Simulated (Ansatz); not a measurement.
The cluster Cd3Te3, relaxed as a singlet with RKS PBE-D4/def2-SVP in Ansatz, starting from the GFN1-xTB geometry. Force threshold 0.02 eV/Å.

In the def2 sets Cd, Te take a core potential; there is no spin–orbit coupling. The structure comes from a short search, and lower isomers may exist.

Start:

```xyz
6

Cd   -0.352   -0.955   -1.435
Cd   -1.778   -1.426    1.036
Cd    1.730    0.438    0.946
Te    2.231   -1.713   -0.632
Te   -1.210    1.734   -1.263
Te   -0.621    1.923    1.349
```

```
        step  energy (eV)  largest force component (eV/Å)  SCF passes
           1  -35577.0425                           0.590          21
           2  -35577.1554                           0.414          29
           3  -35577.1808                           0.074          21
           4  -35577.2008                           0.208          22
           5  -35577.2179                           0.150          23
6 (rejected)  -35577.2124                           0.178          23
           7  -35577.2227                           0.071          22
8 (rejected)  -35577.2225                           0.072          21
           9  -35577.2243                           0.030          22
          10  -35577.2246                           0.015          22
```

Force components are those of the run's own axes.

End:

```xyz
6

Cd   -0.2040   -0.8365   -1.3265
Cd   -1.9768   -1.5168    1.1055
Cd    1.6535    0.4176    0.8246
Te    2.3128   -1.7303   -0.6633
Te   -1.2430    1.7302   -1.3153
Te   -0.5424    1.9358    1.3750
```

By distances, no bond broke or formed. The bond that changes most is Cd1–Cd2, from 2.89 to 3.09 Å (atoms count from 1). The end is the same structure that another start reached, the lowest one found.

No frequencies were taken in this run, so the end may be a saddle point.

Hardware: 2 threads of AMD EPYC 7R13 on a shared host and a share (18 GiB) of an NVIDIA H100 80GB HBM3. Wall time 26 s, peak host memory 0.84 GiB.
